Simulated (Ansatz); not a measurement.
This geometry of H4Sn (5 atoms, charge 0, multiplicity 1) is a first-order saddle point.

Computed with Ansatz, RKS revPBE/def2-SVP.

```xyz
5
Properties=species:S:1:pos:R:3
Sn 0.285 0.000 -0.511
H 0.653 0.000 1.386
H 1.749 0.000 0.451
H -0.633 1.430 -0.161
H -0.633 -1.430 -0.161
```

Which two structures does it join? (They come from a converged band through this point; their orientation in space is the band's.)

Bonds broken: Sn1–H2, Sn1–H3. Bonds formed: H2–H3. H4Sn becomes H2 + H2Sn.

Image 0:

```xyz
5
Properties=species:S:1:pos:R:3
Sn 0.284 0.000 0.201
H 0.284 0.000 1.930
H 1.914 0.000 -0.375
H -0.531 1.411 -0.376
H -0.531 -1.411 -0.376
```

Image 8:

```xyz
5
Properties=species:S:1:pos:R:3
Sn 0.196 0.000 -0.977
H 1.013 0.000 1.322
H 1.662 0.000 0.887
H -0.726 1.289 -0.113
H -0.726 -1.289 -0.113
```

How far does it lie above each of them?

1.89 eV above the first and 1.19 eV above the second. This is the barrier of this one path; another mechanism may lie lower. The orbitals stay closed-shell, which can raise the energy where a bond breaks towards radicals; this wasn't checked here.

The run took 48 s on 1 thread of Arm Neoverse V1 (shared host), peak memory 0.089 GiB.
